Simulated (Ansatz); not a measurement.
CH₇AlOSSi, relaxed with RKS PBE0-D4/def2-TZVP in Ansatz from a PBE-D4/def2-SVP geometry. The force threshold is 0.005 eV/Å; the program also tests the step.

Total charge 0; spin multiplicity 1. The bonds changed during the relaxation, so this is another structure than the one it started from.

Start:

```xyz
12

O    -1.097   -1.038    0.079
C    -0.095   -0.241   -0.775
Si    1.669   -0.532   -0.189
Al   -1.437    0.955    0.033
S    -1.085    2.004    1.944
H    -1.583   -1.687   -0.468
H    -0.254   -0.466   -1.849
H     2.572    0.333   -1.027
H     2.106   -1.971   -0.312
H     1.806   -0.130    1.255
H    -2.802    1.218   -0.744
H     0.198    1.556    2.054
```

Problem. How much energy does the relaxation release, and in how many steps? (An estimate is asked.)

Solution. Computed: 4.62 kJ/mol, in 10 steps.

Problem. Which bonds change most? (An estimate is asked.)

Solution. Ansatz gave: O1–Al4 from 2.023 to 1.963 Å; C2–Al4 from 1.971 to 1.948 Å; C2–Si3 from 1.882 to 1.860 Å; S5–H12 from 1.364 to 1.344 Å.

Problem. Give the relaxed structure. (Best estimate.)

Solution. Computed: 
```xyz
12

O    -1.082   -1.000    0.091
C    -0.078   -0.229   -0.769
Si    1.666   -0.527   -0.197
Al   -1.424    0.932    0.029
S    -1.088    1.994    1.917
H    -1.575   -1.637   -0.435
H    -0.251   -0.464   -1.820
H     2.550    0.309   -1.052
H     2.082   -1.954   -0.307
H     1.818   -0.112    1.223
H    -2.765    1.196   -0.761
H     0.149    1.493    2.080
```
